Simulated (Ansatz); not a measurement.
Compare A (`O[SiH](O)C[SiH](Cl)Cl`) with its isomer B (`CO[Si@H](Cl)[Si@H](O)Cl`).

Calculated with Ansatz (gas phase, PBE0-D4/def2-TZVP geometries, no zero-point term in ΔE). CCSD(T)/CBS adds triple-zeta CCSD(T) − MP2 to the extrapolated MP2 energy (def2 sets, frozen cores). DFT in def2-TZVPP. B3LYP here is the variant with VWN-RPA as its local correlation; programs differ in this. One conformer a species, not always the lowest.

Question: Which isomer does CCSD(T)/CBS put lower? Give the gap. (Estimate.)

Answer: The calculation gave: A, by 33.8 kcal/mol.

Question: Give E(B) − E(A) in kcal/mol with CCSD(T)/def2-TZVPP, r2SCAN-D4, MP2/def2-TZVPP, PBE0-D4, B3LYP-D4, HF/def2-TZVPP, B2PLYP. (Best estimate.)

Answer: Ansatz gave: CCSD(T)/def2-TZVPP 33.3, r2SCAN-D4 32.6, MP2/def2-TZVPP 36.4, PBE0-D4 31.3, B3LYP-D4 30.1, HF/def2-TZVPP 29.5, B2PLYP 31.5. None reverses the order clearly.

Largest T1 diagnostic: 0.011.

In def2-TZVPP, CCSD(T) changes the Hartree–Fock value by +3.8 kcal/mol (the triples alone add +0.2 kcal/mol) and MP2 by +6.9 kcal/mol. The D4 term adds +1.4 kcal/mol with B3LYP and +0.7 kcal/mol with PBE0; it sums over pairs of atoms, weighted by their polarisabilities, and B3LYP, whose exchange is more repulsive, gets the larger term.
